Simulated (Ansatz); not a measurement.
A structure relaxed at B3LYP-D4/def2-SVPD in Ansatz, charge -1, doublet:

```
atom   x (Å)   y (Å)   z (Å)
 Sr1  -1.180   1.886   2.245
 Sr2  -1.434  -1.937  -2.044
 Sr3   1.331   0.064  -0.137
 Se4   1.652   1.849   2.192
 Se5  -1.761   0.199  -0.072
 Se6   1.392  -2.060  -2.184
```

(1) Give its formula and point group.

(2) Summarise the bond lengths by kind (pairs closer than 1.2 times the sum of covalent radii, bridged metal pairs left out).

Results:

(1) Sr₃Se₃⁻. Point group Cs (tolerance 0.1 Å).

(2) 7 × Se–Sr 2.83 to 3.10 Å.

In the def2 sets Sr takes a core potential; there is no spin–orbit coupling. The relaxation made no stability test and no search for a lower SCF solution. Another isomer (doublet) lies 0.34 eV lower at PBE0-D4/def2-TZVPD; other spin states weren't run for this one.
